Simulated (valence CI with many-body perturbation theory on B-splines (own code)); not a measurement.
**Tm LXV: calculated level list**

Method: configuration interaction combined with many-body perturbation theory (CI+MBPT): three valence electrons over a frozen Dirac-Fock core [He], radial functions for each j: 11 s, 11 p, 9 d, 7 f, 5 g, 2 h, 1 i, with the one-electron correlation potential Σ1 (screened to all orders), the two-electron term Σ2, the three-electron term Σ3, Breit, model QED; selected single and double excitations, second order for the rest (own B-spline code, finite nucleus).

No measured spectrum was set against this ion. As an estimate, large intervals hold to a few tenths of a per cent, small ones and those within an open d or f shell to about a per cent.

Levels 1 to 45 of 101, with energies above the lowest level, (2s^2 2p1/2) J=1/2. "Leading %" is the weight of the configuration and term that name the level; weights of strongly mixed levels are sums over their largest components and can fall short. In the jj column 3d3/2^4 stands for four electrons in 3d with j = 3/2. Lifetimes count E1, E2, E3, M1 and M2 decay at the calculated energies, and are blank where another channel may lead or the interval is too uncertain; long ones can be off by a factor of two.

```csv
No.,Configuration,Term,J,E (eV),Leading %,Lifetime,Leading jj,g
1,2s2 2p,2P°,1/2,0,100,,2s^2 2p1/2 (100 %),0.623
2,2s 2p2,4P,1/2,241,51,49.1 ps,2s 2p1/2^2 (100 %),2.052
3,2s2 2p,2P°,3/2,1065,99,47.3 ps,2s^2 2p3/2 (99 %),1.302
4,2s 2p2,4P,3/2,1234,90,18.9 ps,2s 2p1/2 2p3/2 (100 %),1.626
5,2s 2p2,2D,5/2,1273,62,135 ps,2s 2p1/2 2p3/2 (100 %),1.315
6,2s 2p2,2P,1/2,1339,69,151 fs,2s 2p1/2 2p3/2 (99 %),1.263
7,2s 2p2,2D,3/2,1341,62,169 fs,2s 2p1/2 2p3/2 (100 %),0.974
8,2p3,2P°,3/2,1592,48,222 fs,2p1/2^2 2p3/2 (99 %),1.320
9,2s 2p2,4P,5/2,2316,62,746 fs,2s 2p3/2^2 (100 %),1.417
10,2s 2p2,2S,1/2,2416,68,190 fs,2s 2p3/2^2 (100 %),1.915
11,2s 2p2,2P,3/2,2417,60,104 fs,2s 2p3/2^2 (100 %),1.172
12,2p3,4S°,3/2,2612,55,109 fs,2p1/2 2p3/2^2 (100 %),1.436
13,2p3,2D°,5/2,2634,100,117 fs,2p1/2 2p3/2^2 (100 %),1.166
14,2p3,2P°,1/2,2686,100,99.9 fs,2p1/2 2p3/2^2 (100 %),0.623
15,2p3,2P°,3/2,3717,52,72.9 fs,2p3/2^3 (100 %),1.287
16,2s2 3s,2S,1/2,9034,98,4.75 fs,2s^2 3s (98 %),1.984
17,2s2 3p,2P°,1/2,9114,96,124 fs,2s^2 3p1/2 (96 %),0.662
18,2s 2p 3s,4P°,1/2,9195,85,5.32 fs,2s 2p1/2 3s (98 %),2.353
19,2s 2p 3s,4P°,3/2,9221,59,4.74 fs,2s 2p1/2 3s (99 %),1.536
20,2s 2p 3s,2P°,1/2,9249,94,6.27 fs,2s 2p1/2 3s (99 %),0.707
21,2s 2p 3p,4D,1/2,9263,72,6.75 fs,2s 2p1/2 3p1/2 (100 %),0.265
22,2s 2p 3p,4D,3/2,9289,40,2.60 fs,2s 2p1/2 3p1/2 (99 %),1.093
23,2s 2p 3p,4P,1/2,9330,46,5.20 fs,2s 2p1/2 3p1/2 (99 %),1.924
24,2s2 3p,2P°,3/2,9429,98,83.5 fs,2s^2 3p3/2 (98 %),1.322
25,2s2 3d,2D,3/2,9484,98,766 as,2s^2 3d3/2 (98 %),0.788
26,2p2 3s,4P,1/2,9484,44,5.74 fs,2p1/2^2 3s (94 %),1.962
27,2p2 3p,2P°,1/2,9549,45,1.32 fs,2p1/2^2 3p1/2 (96 %),0.643
28,2s2 3d,2D,5/2,9569,95,851 as,2s^2 3d5/2 (95 %),1.191
29,2s 2p 3p,4P,3/2,9588,31,7.17 fs,2s 2p1/2 3p3/2 (100 %),1.391
30,2s 2p 3p,4D,5/2,9619,42,20.8 fs,2s 2p1/2 3p3/2 (96 %),1.315
31,2s 2p 3p,2D,3/2,9622,43,3.20 fs,2s 2p1/2 3p3/2 (100 %),1.243
32,2s 2p 3p,2P,1/2,9628,43,2.13 fs,2s 2p1/2 3p3/2 (96 %),1.347
33,2s 2p 3d,4F°,3/2,9631,70,3.02 fs,2s 2p1/2 3d3/2 (100 %),0.568
34,2s 2p 3d,4F°,5/2,9661,43,4.38 fs,2s 2p1/2 3d3/2 (98 %),1.008
35,2s 2p 3d,2P°,3/2,9678,30,634 as,2s 2p1/2 3d3/2 (98 %),1.168
36,2s 2p 3d,4D°,1/2,9683,53,687 as,2s 2p1/2 3d3/2 (98 %),0.434
37,2s 2p 3d,4P°,5/2,9728,34,831 as,2s 2p1/2 3d5/2 (99 %),1.305
38,2s 2p 3d,2F°,7/2,9755,39,856 as,2s 2p1/2 3d5/2 (100 %),1.225
39,2s 2p 3d,2F°,5/2,9767,48,860 as,2s 2p1/2 3d5/2 (99 %),1.072
40,2s 2p 3d,2P°,3/2,9767,39,865 as,2s 2p1/2 3d5/2 (96 %),1.109
41,2p2 3p,2P°,3/2,9879,34,2.98 fs,2p1/2^2 3p3/2 (96 %),1.320
42,2p2 3d,2D,3/2,9920,42,4.52 fs,2p1/2^2 3d3/2 (98 %),0.783
43,2p2 3d,2D,5/2,10017,36,877 as,2p1/2^2 3d5/2 (98 %),1.189
44,2s 2p 3s,4P°,5/2,10262,100,6.89 fs,2s 2p3/2 3s (100 %),1.570
45,2s 2p 3s,2P°,3/2,10287,76,4.18 fs,2s 2p3/2 3s (100 %),1.389
```

The ionisation energy to 2s2 1S_0 of the next ion comes out as 16030 eV (NIST: 16036 ± 24 eV (theoretical)). All 101 levels together are meant to be complete up to 11083 eV.
